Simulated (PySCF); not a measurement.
C2H8O2Si2, SMILES C=C[Si@H](O)[SiH2]O.

Geometry optimised at B3LYP-D3(BJ)/def2-SVP. The structure was generated by enumeration; whether it is a known compound was not checked. The values are those of a single conformer.

Method: PBE/def2-TZVP in PySCF.

The molecule is in vacuum.

- total energy = -810.06356 hartree
- highest occupied level = -6.34 eV
- lowest empty level = -1.95 eV
- orbital gap = 4.39 eV
- dipole moment = 2.78 D
- quadrupole, principal values (traceless, Buckingham form, about the centre of nuclear charge) = -6.64, 2.03, 4.61 D·Å
- mean static polarisability = 88.4 bohr³ (13.10 Å³)
- polarisability, principal values = 76.3, 81.8, 107.1 bohr³
